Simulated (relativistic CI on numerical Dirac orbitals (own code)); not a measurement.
What each ingredient does to the levels of Sc VIII

Base calculation: Dirac-Coulomb-Breit CI, separate exchange-only KLI orbitals for each configuration, model QED (radiative potential, 1s self-energy scaled to tabulated hydrogen-like ionisation energies), unscaled Slater integrals.

Configuration list (outside the closed core [Ne]): 3s²3p², 3s3p³, 3s²3p3d, 3p⁴, 3s3p²3d, 3p³3d, 3s3p3d², 3s²3p4s, 3s²3p4p, 3s²3d4p, 3p³4s, 3s²3p4d, 3p³4p, 3s²3d², 3s3d³, 3p²3d², 3p3d³, 3p3d²4s, 3p3d²4p, 3p3d²4d, 3s²3d4s, 3s3d²4s. Double excitations out of closed p, d and f shells are left out; levels of such configurations are missing from the list, as are those of other unlisted configurations, and high levels can miss mixing partners.

The lowest level and the first level of each name with at least 55 % of one term (blank where a level has no safe partner in the second run):

| Level | Base (cm⁻¹) | Shift (cm⁻¹) |
| --- | --- | --- |
| 3s²3p² ³P0 | 0.0 | 0.0 |
| 3s²3p² ³P1 | 2213.1 | -2213.1 |
| 3s²3p² ³P2 | 5456.6 | -5456.6 |
| 3s²3p² ¹D2 | 27704.1 | -4273.8 |
| 3s²3p² ¹S0 | 58586.3 | -4618.7 |
| 3s3p³ ⁵S°2 | 125650.8 | -9181.5 |
| 3s3p³ ³D°1 | 179839.7 | -8636.3 |
| 3s3p³ ³D°2 | 179926.3 | -8722.9 |
| 3s3p³ ³D°3 | 180391.8 | -9188.5 |
| 3s3p³ ³P°0 | 208992.1 | -9234.3 |
| 3s3p³ ³P°1 | 209056.6 | -9298.8 |
| 3s3p³ ³P°2 | 209097.3 | -9339.4 |
| 3s3p³ ³S°1 | 279278.2 | -9448.2 |
| 3s²3p3d ³F°2 | 282731.3 | -3572.6 |

At this charge configurations can still be misplaced by up to about 7 % of their energy. 24 of the 25 excited levels that our extract of the measured tables holds in this range could be paired (the sources list more); they are missed by 6043 cm⁻¹ on average and 12260 at most, and levels without a partner can miss by more.

**Question.** One thing was changed in a second run, which moved the levels as shown. Which?
A. configuration mixing switched off
B. Breit term removed
C. QED terms removed
D. non-relativistic limit
E. only the first 3 configurations
F. P86 correlation estimate

**Answer.** D. Non-relativistic limit. Without relativity the fine structure collapses and s electrons lose their extra binding.

LS names give the leading component of a level, which can be under half, so a name can repeat, a term be missing and a line seem to break the LS rules.
